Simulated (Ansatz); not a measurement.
Computed with Ansatz on PBE0-D4/def2-TZVP structures; ΔE is electronic, products minus reactants. CBS: MP2 limit from def2 TZ/QZ plus the TZ coupled-cluster correction, frozen cores. This one scheme is used for every species. DFT in def2-TZVPP. B3LYP here is the variant with VWN-RPA as its local correlation; programs differ in this. For Ge outer-core shells are correlated without core-valence functions, which leaves a few kJ/mol of doubt a bond. Scalar relativity is left out up to krypton. One conformer a species, not always the lowest.

Consider the germylene formation by 1,1-elimination: `[CH3][GeH]([SiH3])[SH]` → `C[SiH3]` + `[SH][GeH]`.

| level | ΔE (kcal/mol) | difference from CCSD(T)/CBS |
| --- | --- | --- |
| PBE0-D4 | 28.3 | 1.9 |
| B3LYP-D4 | 21.6 | -4.8 |
| ωB97X-V | 27.9 | 1.5 |
| PBE | 22.4 | -4.0 |
| r2SCAN | 26.7 | 0.3 |
| B3LYP | 17.4 | -9.0 |
| SCS-MP2/def2-TZVPP | 27.7 | 1.3 |
| CCSD/def2-TZVPP | 27.5 | 1.1 |
| MP2/CBS(def2) | 29.5 | 3.1 |
| CCSD/CBS(def2) | 25.7 | -0.7 |
| CCSD(T)/CBS | 26.4 | 0 |

Largest T1 diagnostic among the species: 0.015.

From PBE to PBE0 (25 % exact exchange), in def2-TZVPP and without D4, ΔE moves by +3.5 kcal/mol. The D4 term adds +4.2 kcal/mol with B3LYP and +2.4 kcal/mol with PBE0; it sums over pairs of atoms, weighted by their polarisabilities, and B3LYP, whose exchange is more repulsive, gets the larger term.
